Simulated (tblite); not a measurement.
Input of a run (GFN2-xTB geometry optimisation, gas phase (tblite 0.8.0)), started from a force field or distance geometry:
```
{"job": {"kind": "relax", "xc": "GFN2-xTB", "basis": "xTB"}, "charge": -1, "multiplicity": 1}
C      3.676300    -0.325800     0.801100
Si     1.970600    -0.592700     0.111400
P      0.513100     0.853700     0.949600
C     -1.141300     0.369400     0.084600
C     -2.221800     1.334500     0.628000
C     -1.069000     0.520400    -1.436100
C     -1.569100    -1.063400     0.459500
H      3.690100    -0.428200     1.895100
H      4.383400    -1.047800     0.388500
H      4.033900     0.677700     0.567000
H      1.984300    -0.452800    -1.356500
H      1.501500    -1.967400     0.454700
H     -1.987500     2.380700     0.388500
H     -2.333000     1.264800     1.706400
H     -3.201500     1.124100     0.177100
H     -0.389100    -0.203300    -1.882300
H     -2.047600     0.366300    -1.886800
H     -0.728500     1.518100    -1.723000
H     -2.573500    -1.279700     0.082300
H     -0.897400    -1.822900     0.047300
H     -1.603000    -1.208800     1.553500
```

Output (eV, eV/Å):
```
step      E/eV     max force
  0    -606.03781    2.606
  1    -606.14044    1.298
  2    -606.18986    0.673
  3    -606.21521    0.757
  4    -606.26029    0.588
  5    -606.27420    0.370
  6    -606.28405    0.304
  7    -606.29080    0.327
  8    -606.29745    0.259
  9    -606.30211    0.201
 10    -606.30450    0.147
 11    -606.30615    0.116
 12    -606.30799    0.105
 13    -606.30975    0.100
 14    -606.31119    0.072
 15    -606.31205    0.053
 16    -606.31262    0.063
 17    -606.31318    0.067
 18    -606.31388    0.074
 19    -606.31472    0.072
 20    -606.31562    0.073
 21    -606.31645    0.065
 22    -606.31712    0.063
 23    -606.31756    0.042
 24    -606.31781    0.036
 25    -606.31798    0.031
 26    -606.31812    0.038
 27    -606.31824    0.028
 28    -606.31834    0.023
 29    -606.31843    0.022
 30    -606.31850    0.028
 31    -606.31857    0.024
 32    -606.31861    0.014
 33    -606.31864    0.010
 34    -606.31866    0.011
 35    -606.31868    0.010
```

Summarise the run.

The energy falls by 6.5 kcal/mol over 35 L-BFGS steps, the largest force on an atom goes from 2.61 to 0.010 eV/Å, and the atoms move by 0.085 Å rms after alignment. The bond that changes most is Si2–P3 (ends: SiH2 silicon; phosphorus bonded to C and Si), which shortens by 0.074 Å. Bonds longer at the end by more than 0.005 Å: 3 of 20; shorter: 10. Among the angles that change most is P3–Si2–H12, from 107.9° to 119.9°. The energy never rose by more than 1e-5 eV on the way. The first step brought 37 % of the lowering.

What are the final bond lengths?

C1–Si2 1.897 Å, Si2–P3 2.144 Å, P3–C4 1.901 Å, C4–C5 1.530 Å, C4–C6 1.527 Å, C4–C7 1.527 Å, C1–H8 1.084 Å, C1–H9 1.085 Å, C1–H10 1.084 Å, Si2–H11 1.495 Å, Si2–H12 1.496 Å, C5–H13 1.088 Å, C5–H14 1.088 Å, C5–H15 1.094 Å, C6–H16 1.087 Å, C6–H17 1.095 Å, C6–H18 1.088 Å, C7–H19 1.095 Å, C7–H20 1.087 Å, C7–H21 1.088 Å. Numbering counts from 1 in the input's order; the species is `C[SiH2][P-]C(C)(C)C`.

Hardware: an Arm Neoverse V2 with one thread, shared host. Cost: 0.25 s.

Its lowest GFN2-xTB frequency is 14 cm⁻¹, too small to tell a flat minimum from a shallow saddle. 3 starts were optimised and ended at 0.00, 0.00 and 3.16 kcal/mol (GFN2-xTB); the lowest of these is shown.

Conformer computed: `[CH3:1][SiH2:2][P-:3][C:4]([CH3:5])([CH3:6])[CH3:7]`: C1–Si2–P3–C4 180°, Si2–P3–C4–C5 180°.

One conformer stands for the species.
